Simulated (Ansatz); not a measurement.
`[OH][GeH2][S]S`, relaxed with RKS PBE-D4/def2-SVP in the Gaussian-basis code of Ansatz from a rough embedded geometry. The force threshold is 0.03 eV/Å; the program also tests the step.

Charge 0, multiplicity 1.

Start:

```xyz
8

O    -1.283    0.555   -0.538
Ge   -0.073   -0.689   -0.510
S     1.864    0.277   -0.093
S     1.295    0.865    1.823
H    -2.189    0.057   -0.689
H    -0.024   -1.431   -1.887
H    -0.381   -1.737    0.604
H     0.791    2.103    1.290
```

(1) By how much does the energy fall, and how many steps does the optimiser take? (Best estimate.)

(2) Which bonds change most? (Best estimate.)

(3) Give the relaxed structure. (Estimate.)

Answers

(1) Computed: 41.83 kJ/mol, in 22 steps, 3 of them rejected.

(2) Ansatz gave: Ge2–S3 from 2.204 to 2.276 Å; S4–H8 from 1.439 to 1.369 Å; O1–H5 from 1.045 to 0.980 Å; O1–Ge2 from 1.735 to 1.794 Å.

(3) Computed: 
```xyz
8

O    -1.392    0.294   -0.686
Ge   -0.085   -0.934   -0.638
S     1.808    0.071    0.130
S     0.864    1.107    1.716
H    -1.485    0.663    0.218
H     0.147   -1.376   -2.102
H    -0.460   -2.092    0.328
H     0.602    2.266    1.035
```
